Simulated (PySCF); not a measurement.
C3H5BCl2 (SMILES C=CCB(Cl)Cl), singlet, geometry from GFN2-xTB; DF-CAMB3LYP/def2-SVPD (PySCF).

The PySCF input:
```python
from pyscf import gto, scf, dft

mol = gto.Mole()
mol.atom = '''
    B    -0.03155669   -0.17293440    0.51731789
    C     0.00408378   -0.91970103   -0.88868795
    C    -0.32929724   -0.05688673   -2.07040762
    C     0.51145372    0.21553800   -3.04950197
    H    -0.71553398   -1.74627202   -0.85239031
    H     0.98079083   -1.38581603   -1.04266331
    H    -1.32795782    0.35767439   -2.07423039
    H     1.51309523   -0.18226943   -3.06524152
    H     0.23577997    0.84496694   -3.87751048
    Cl   -0.70532907    1.39342373    0.69620595
    Cl    0.60851539   -0.94973628    1.91420768
'''
mol.basis = 'def2-svpd'
mol.verbose = 4
mol.max_memory = 1800
mol.build()

mf = dft.RKS(mol)
mf.xc = 'camb3lyp'
mf = mf.density_fit(auxbasis='def2-universal-jkfit')
mf.kernel()
```

Problem. Write the output that PySCF gives for this input, abridged.

Solution. 
```
PySCF version 2.14.0

[INPUT] verbose = 4
[INPUT] num. atoms = 11
[INPUT] num. electrons = 62
[INPUT] charge = 0
[INPUT] spin (= nelec alpha-beta = 2S) = 0
[INPUT] symmetry False subgroup None
[INPUT] Mole.unit = angstrom
[INPUT] Symbol           X                Y                Z      unit          X                Y                Z       unit  Magmom
[INPUT]  1 B     -0.031556690000  -0.172934400000   0.517317890000 AA   -0.059633501498  -0.326798653516   0.977589131438 Bohr   0.0
[INPUT]  2 C      0.004083780000  -0.919701030000  -0.888687950000 AA    0.007717225753  -1.737983063180  -1.679376835701 Bohr   0.0
[INPUT]  3 C     -0.329297240000  -0.056886730000  -2.070407620000 AA   -0.622281597175  -0.107500339822  -3.912503368013 Bohr   0.0
[INPUT]  4 C      0.511453720000   0.215538000000  -3.049501970000 AA    0.966507456190   0.407307789437  -5.762723539622 Bohr   0.0
[INPUT]  5 H     -0.715533980000  -1.746272020000  -0.852390310000 AA   -1.352163255020  -3.299975856791  -1.610784237133 Bohr   0.0
[INPUT]  6 H      0.980790830000  -1.385816030000  -1.042663310000 AA    1.853426054185  -2.618812755732  -1.970348096032 Bohr   0.0
[INPUT]  7 H     -1.327957820000   0.357674390000  -2.074230390000 AA   -2.509476584774   0.675906638871  -3.919727356350 Bohr   0.0
[INPUT]  8 H      1.513095230000  -0.182269430000  -3.065241520000 AA    2.859335585086  -0.344439303581  -5.792466978446 Bohr   0.0
[INPUT]  9 H      0.235779970000   0.844966940000  -3.877510480000 AA    0.445559568958   1.596756100912  -7.327432852331 Bohr   0.0
[INPUT] 10 Cl    -0.705329070000   1.393423730000   0.696205950000 AA   -1.332878769994   2.633189225170   1.315638571793 Bohr   0.0
[INPUT] 11 Cl     0.608515390000  -0.949736280000   1.914207680000 AA    1.149927429683  -1.794741459763   3.617328260739 Bohr   0.0

nuclear repulsion = 307.9725369353
number of shells = 74
number of NR pGTOs = 260
number of NR cGTOs = 174
basis = def2-svpd
ecp = {}

******** <class 'pyscf.df.df_jk.DFRKS'> ********
method = DFRKS
initial guess = minao
damping factor = 0
level_shift factor = 0
DIIS = <class 'pyscf.scf.diis.CDIIS'>
diis_start_cycle = 1
diis_space = 8
diis_damp = 0
SCF conv_tol = 1e-09
SCF conv_tol_grad = None
SCF max_cycles = 50
direct_scf = False
XC library pyscf.dft.libxc version 7.1.2
    S. Lehtola, C. Steigemann, M. J. T. Oliveira, and M. A. L. Marques,  SoftwareX 7, 1–5 (2018)
XC functionals = camb3lyp
    T. Yanai, D. P. Tew, and N. C. Handy,  Chem. Phys. Lett. 393, 51 (2004)
radial grids:
    Treutler-Ahlrichs [JCP 102, 346 (1995); DOI:10.1063/1.469408] (M4) radial grids

becke partition: Becke, JCP 88, 2547 (1988); DOI:10.1063/1.454033
pruning grids: <function nwchem_prune>
grids dens level: 3
symmetrized grids: False
atomic radii adjust function: <function treutler_atomic_radii_adjust>
small_rho_cutoff = 0
Set gradient conv threshold to 3.16228e-05
Initial guess from minao.
tot grids = 143200
******** <class 'pyscf.df.df.DF'> ********
auxbasis = def2-universal-jkfit
Create RSH-DF object <pyscf.df.df.DF object> for omega=0.33
******** <class 'pyscf.df.df.DF'> ********
auxbasis = auxmol.basis = def2-universal-jkfit
init E= -1062.96166429422
  HOMO = -0.302216919958706  LUMO = -0.0483278500650903  gap/eV = 6.90867
cycle= 1 E= -1062.16199112255  delta_E=  0.8  |g|= 0.376  |ddm|= 5.16
  HOMO = -0.300145755345993  LUMO = -0.0412329287066222  gap/eV = 7.04538
cycle= 2 E= -1062.17381102978  delta_E= -0.0118  |g|= 0.353  |ddm|= 1.18
  HOMO = -0.325208637449468  LUMO = -0.00144837396653719  gap/eV = 8.80997
cycle= 3 E= -1062.20612001957  delta_E= -0.0323  |g|= 0.0401  |ddm|= 0.578
  HOMO = -0.330366049374683  LUMO = -0.0088472676830702  gap/eV = 8.74897
cycle= 4 E= -1062.20648679624  delta_E= -0.000367  |g|= 0.0248  |ddm|= 0.109
  HOMO = -0.327598352805861  LUMO = -0.00641052901312245  gap/eV = 8.73997
cycle= 5 E= -1062.2066494076  delta_E= -0.000163  |g|= 0.00515  |ddm|= 0.0416
  HOMO = -0.327543039520902  LUMO = -0.00598322797414097  gap/eV = 8.75009
cycle= 6 E= -1062.20665621642  delta_E= -6.81e-06  |g|= 0.00148  |ddm|= 0.00962
  HOMO = -0.327695772459053  LUMO = -0.0061068533211448  gap/eV = 8.75088
cycle= 7 E= -1062.20665682402  delta_E= -6.08e-07  |g|= 0.000402  |ddm|= 0.00275
  HOMO = -0.327662755725127  LUMO = -0.00611962602802407  gap/eV = 8.74963
cycle= 8 E= -1062.20665687205  delta_E= -4.8e-08  |g|= 7.84e-05  |ddm|= 0.000907
  HOMO = -0.327661193327658  LUMO = -0.00610772901931567  gap/eV = 8.74992
cycle= 9 E= -1062.20665687445  delta_E= -2.4e-09  |g|= 1.73e-05  |ddm|= 0.000257
  HOMO = -0.327663113079385  LUMO = -0.00610760338438654  gap/eV = 8.74997
cycle= 10 E= -1062.20665687456  delta_E= -1.12e-10  |g|= 5.91e-06  |ddm|= 6.07e-05
  HOMO = -0.327661810571809  LUMO = -0.00610758180345705  gap/eV = 8.74994
Extra cycle  E= -1062.20665687456  delta_E= 4.55e-13  |g|= 4.83e-06  |ddm|= 1.91e-05
converged SCF energy = -1062.20665687456
```
